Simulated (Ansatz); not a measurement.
Ideal-gas functions of C$_{2}$HClFGa (`C#[C][Ga]([F])[Cl]`) at 600 K and 1 bar, from an Ansatz frequency run at PBE0-D4/def2-TZVP.

Molar mass 149.2 g/mol, point group Cs (symmetry number 1), electronic degeneracy 1, moments of inertia 121.325, 260.974, 382.298 u Å². Harmonic wavenumbers (cm⁻¹, unscaled): 88, 121, 167, 254, 288, 428, 535, 706, 730, 753, 2159, 3460.

Use S(trans) = R[1.5 ln M + 2.5 ln T − 1.1517]; rotational temperatures θ = 24.2544 K / I; S(rot) = R[ln(√π/σ · √(T³/θAθBθC)) + 1.5]; for each mode x = 1.438777 ν̃/T, S = R[x/(eˣ − 1) − ln(1 − e⁻ˣ)] and H = RT x/(eˣ − 1); 1 cm⁻¹ = 0.0119627 kJ/mol; R = 8.31446 J/(mol·K).

Question: By hand: the entropy, in J/(mol·K).

Answer: Translation 185.8. Rotation: θ = 0.1999, 0.0929, 0.0634 K, giving 125.0. Vibration, mode by mode: 21.27, 18.63, 15.98, 12.56, 11.56, 8.45, 6.79, 4.86, 4.65, 4.45, 0.29, 0.02, in all 109.5. Electronic 0.0. Sum 420.3 J/(mol·K).

Question: By hand: H − E and G − E in kJ/mol, counted from the electronic energy.

Answer: Zero-point energy ½ × 9689 × 0.0119627 = 58.0; thermal vibration 30.9; translation, rotation and pV give 4 RT = 20.0. H − E = 108.9 kJ/mol, and G − E = 108.9 − 600 × 420.3/1000 = -143.3 kJ/mol.

Vibration gives 26 % of the entropy, 39.9 J/(mol·K) of it from the modes under 150 cm⁻¹: soft modes count most, and the harmonic formula is weakest for them.
